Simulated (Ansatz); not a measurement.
`[F][Mg][O][SiH3]` + `[SiH3]P` → `[SiH3]P[SiH3]` + `[OH][Mg][F]`  (ligand exchange at the Si–O bond)

Isolated molecules relaxed with PBE0-D4/def2-TZVP in Ansatz; ΔE leaves out vibrations. CCSD(T)/CBS is the MP2 limit (def2-TZVPP, def2-QZVPP) plus CCSD(T) − MP2 in def2-TZVPP, frozen cores. This one scheme is used for every species. DFT in def2-TZVPP. For Mg outer-core shells are correlated without core-valence functions, which leaves a few kJ/mol of doubt a bond. One conformer a species, not always the lowest.

Problem. Is it downhill or uphill in electronic energy at CCSD(T)/CBS, and by how much? (Estimate.)

Solution. Computed: Uphill: ΔE = +22.2 kcal/mol.

Problem. What do these levels give: revPBE-D4, BHLYP-D4, ωB97M-V, PBE0, MP2/def2-SVP, CCSD/CBS(def2)? (Best estimate.)

Solution. Computed: revPBE-D4 16.7, BHLYP-D4 23.8, ωB97M-V 21.9, PBE0 19.5, MP2/def2-SVP 22.7, CCSD/CBS(def2) 23.2 kcal/mol.

Largest T1 diagnostic among the species: 0.013.

At CCSD(T), def2-SVP lies +0.9 kcal/mol from the extrapolated value and def2-TZVPP +0.6 kcal/mol. From PBE to PBE0 (25 % exact exchange), in def2-TZVPP and without D4, ΔE moves by +1.3 kcal/mol. The D4 term adds −1.9 kcal/mol with B3LYP and −1.0 kcal/mol with PBE0; it sums over pairs of atoms, weighted by their polarisabilities, and B3LYP, whose exchange is more repulsive, gets the larger term.

B3LYP here is the variant with VWN-RPA as its local correlation; programs differ in this.
